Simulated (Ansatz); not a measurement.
Coupled-cluster run, CH₇AlGeS.

```yaml
crystal:
  periodic: [false, false, false]
  atoms:
    - {symbol: S, position_ang: [0.490304, 1.941365, 0.846202]}
    - {symbol: C, position_ang: [1.618561, 0.470147, 0.771382]}
    - {symbol: Al, position_ang: [-0.098626, -0.453054, 0.968723]}
    - {symbol: Ge, position_ang: [-1.301900, -0.971644, -1.124562]}
    - {symbol: H, position_ang: [0.161938, 1.975790, -0.456710]}
    - {symbol: H, position_ang: [2.255387, 0.552423, 1.651684]}
    - {symbol: H, position_ang: [2.222233, 0.512454, -0.130902]}
    - {symbol: H, position_ang: [-0.559901, -0.845038, 2.433111]}
    - {symbol: H, position_ang: [-2.831480, -0.793770, -1.038062]}
    - {symbol: H, position_ang: [-0.827303, -0.037158, -2.264598]}
    - {symbol: H, position_ang: [-1.063716, -2.408513, -1.635767]}
basis:
  gaussian: {orbitals: def2-TZVPP}
correlation: {method: ccsd_t}
```

```sh
$ ansatz run in.yaml --threads 4 --pin off --events-out ev --progress --plain --max-ram 10444MiB
```

The program prints (abridged):

```
Functional definition: HF
1527 factors; integrals over basis functions are off by at most 1.1e-3 eV
mean field evaluation 1: about -75013.3580 eV, gradient 2.6e1 eV
mean field evaluation 2: about -75013.5762 eV, gradient 2.6e1 eV
mean field evaluation 4: about -75015.9064 eV, gradient 3.8e0 eV
mean field evaluation 8: about -75015.9654 eV, gradient 2.3e-1 eV
mean field -75015.96574086 eV, -2756.7858933288 hartree, gradient 3.1e-6 eV, S^2 0.000000; 0 other end points of the search recorded, 0 dependent functions left out
20 core orbitals not correlated: weight in the atoms' cores, before any rotation towards them, 1.000 or more for the frozen orbitals, at most 0.000 for the correlated occupied ones
reference -75015.96574086 eV, -2756.7858933288 hartree; 17, 17 occupied and 224, 224 virtual orbitals, 1527 factors
second order -19.16396459 eV of doubles, -0.00000000 eV of singles
cycle   1  -19.87705449 eV  change   -7.1e-1 eV  update   1.1e-1
cycle   2  -20.53842620 eV  change   -6.6e-1 eV  update   3.2e-2
cycle   3  -20.61353164 eV  change   -7.5e-2 eV  update   1.4e-2
cycle   4  -20.60662280 eV  change    6.9e-3 eV  update   3.7e-3
cycle   5  -20.60586783 eV  change    7.5e-4 eV  update   1.4e-3
cycle   6  -20.60528402 eV  change    5.8e-4 eV  update   4.3e-4
cycle   7  -20.60519745 eV  change    8.7e-5 eV  update   1.7e-4
cycle   8  -20.60523659 eV  change   -3.9e-5 eV  update   6.3e-5
cycle   9  -20.60524202 eV  change   -5.4e-6 eV  update   2.2e-5
perturbative correction -0.84056974 eV, -0.0308903683 hartree
Total energy: -75037.41155263 eV, -2757.5740123747 hartree
```

It took 3.3 min on 4 threads of an Arm Neoverse V1 on a shared host, with 5.7 GiB of host memory at the peak.

The correlation energy is -21.446 eV, 3.9 % of it from (T); the T1 diagnostic reads 0.0121.
